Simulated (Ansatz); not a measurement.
Stretching the H–H spacing in H6 ring (multiplicity 1 held). Energies count from the point at 0.900 Å.
Geometry at that point (charge 0, multiplicity 1):
```xyz
6

H      0.900     0.000     0.000
H      0.450     0.779     0.000
H     -0.450     0.779     0.000
H     -0.900     0.000     0.000
H     -0.450    -0.779     0.000
H      0.450    -0.779     0.000
```

U- levels take the lowest unrestricted solution at each point, which mixes spins at long bonds. Active spaces are followed from rest. Full CI gives the lowest state of the spin. Curves can end on different states.

Run with Ansatz (an electronic-structure program). Values without a source in brackets are computed.

Problem. Predict the energy at R = 3.600 Å from U-MP2/cc-pVDZ.

Solution. 9.50 eV

Doubts at one or more of the structures used: a spin-contaminated determinant (U-MP2/cc-pVDZ).
